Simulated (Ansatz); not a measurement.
Calculated with Ansatz (gas phase, PBE0-D4/def2-TZVP geometries, no zero-point term in ΔE). CCSD(T)/CBS is the MP2 limit (def2-TZVPP, def2-QZVPP) plus CCSD(T) − MP2 in def2-TZVPP, frozen cores. This one scheme is used for every species. Functionals use def2-TZVPP. One conformer a species, not always the lowest.

`B[O][AlH][NH2]` + H₂ → `[NH2][AlH2]` + `BO`  (hydrogenolysis of the Al–O bond)

Problem. Is it downhill or uphill in electronic energy at CCSD(T)/CBS, and by how much? (Best estimate.)

Solution. Computed: Uphill: ΔE = +118.5 kJ/mol.

Problem. What do these levels give: BLYP-D4, r2SCANh-D4, r2SCAN0-D4, CAM-B3LYP-D4, r2SCAN0, MP2/def2-QZVPP? (Estimate.)

Solution. Computed: BLYP-D4 119.3, r2SCANh-D4 121.0, r2SCAN0-D4 120.0, CAM-B3LYP-D4 118.8, r2SCAN0 118.7, MP2/def2-QZVPP 125.4 kJ/mol.

Largest T1 diagnostic among the species: 0.014.

Leaving LDA and LC-ωPBE aside and taking each functional with its dispersion term where it has one, the values, not all of them listed here, spread over 14.0 kJ/mol, from B97M-V to BHLYP-D4. At CCSD(T), def2-SVP lies −13.3 kJ/mol from the extrapolated value and def2-TZVPP −3.1 kJ/mol.
